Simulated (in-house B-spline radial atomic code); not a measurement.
Orbital energies and mean radii along the 44-electron series, configuration [Kr] 4d8. The effective charge is n√(-2ε), a non-relativistic measure. Computed with a B-spline radial code for spherical atoms: Dirac-Hartree-Fock, average of the configuration, finite nuclei.

| ion | Z | energy of 3d3/2 (Eh) | mean radius of 3d3/2 (bohr) | energy of 4d5/2 (Eh) | mean radius of 4d5/2 (bohr) | energy of 4d3/2 (Eh) | mean radius of 4d3/2 (bohr) | energy of 4p1/2 (Eh) | mean radius of 4p1/2 (bohr) | effective charge of 3d3/2 |
| --- | --- | --- | --- | --- | --- | --- | --- | --- | --- | --- |
| Hf28+ | 72 | -100.87 | 0.18509 | -40.383 | 0.46597 | -40.929 | 0.45904 | -49.723 | 0.43935 | 42.61 |
| Ta29+ | 73 | -105.79 | 0.18166 | -42.766 | 0.45533 | -43.356 | 0.44839 | -52.526 | 0.42951 | 43.638 |
| W30+ | 74 | -110.84 | 0.17834 | -45.211 | 0.44518 | -45.849 | 0.43822 | -55.41 | 0.42006 | 44.666 |
| Re31+ | 75 | -116 | 0.17514 | -47.721 | 0.43548 | -48.41 | 0.42851 | -58.374 | 0.41097 | 45.695 |
| Os32+ | 76 | ? | ? | ? | ? | ? | ? | ? | ? | ? |
| Ir33+ | 77 | -126.68 | 0.16904 | -52.931 | 0.41732 | -53.729 | 0.41031 | -64.549 | 0.39379 | 47.753 |
| Pt34+ | 78 | -132.2 | 0.16614 | -55.631 | 0.40881 | -56.489 | 0.40178 | -67.762 | 0.38566 | 48.782 |
| Au35+ | 79 | ? | ? | ? | ? | ? | ? | ? | ? | ? |
| Hg36+ | 80 | ? | ? | ? | ? | ? | ? | ? | ? | ? |
| Tl37+ | 81 | -149.48 | 0.15796 | -64.114 | 0.38527 | -65.171 | 0.37815 | -77.91 | 0.36289 | 51.872 |
| Pb38+ | 82 | -155.48 | 0.1554 | -67.069 | 0.37802 | -68.199 | 0.37087 | -81.466 | 0.3558 | 52.903 |
| Bi39+ | 83 | -161.6 | 0.15291 | -70.087 | 0.37105 | -71.294 | 0.36386 | -85.112 | 0.34893 | 53.934 |

Q: Fill in the row of Os32+.

A: energy of 3d3/2 (Eh): -121.28; mean radius of 3d3/2 (bohr): 0.17204; energy of 4d5/2 (Eh): -50.294; mean radius of 4d5/2 (bohr): 0.4262; energy of 4d3/2 (Eh): -51.036; mean radius of 4d3/2 (bohr): 0.41922; energy of 4p1/2 (Eh): -61.42; mean radius of 4p1/2 (bohr): 0.40222; effective charge of 3d3/2: 46.724.

Q: Fill in the row of Au35+.

A: energy of 3d3/2 (Eh): -137.84; mean radius of 3d3/2 (bohr): 0.16333; energy of 4d5/2 (Eh): -58.395; mean radius of 4d5/2 (bohr): 0.40065; energy of 4d3/2 (Eh): -59.316; mean radius of 4d3/2 (bohr): 0.39359; energy of 4p1/2 (Eh): -71.059; mean radius of 4p1/2 (bohr): 0.37781; effective charge of 3d3/2: 49.812.

Q: Fill in the row of Hg36+.

A: energy of 3d3/2 (Eh): -143.6; mean radius of 3d3/2 (bohr): 0.16061; energy of 4d5/2 (Eh): -61.223; mean radius of 4d5/2 (bohr): 0.39281; energy of 4d3/2 (Eh): -62.21; mean radius of 4d3/2 (bohr): 0.38572; energy of 4p1/2 (Eh): -74.441; mean radius of 4p1/2 (bohr): 0.37022; effective charge of 3d3/2: 50.842.

Q: How does the screening of 3d3/2 change?

A: Z less the effective charge goes from 29.39 at Z = 72 to 29.07 at Z = 83.
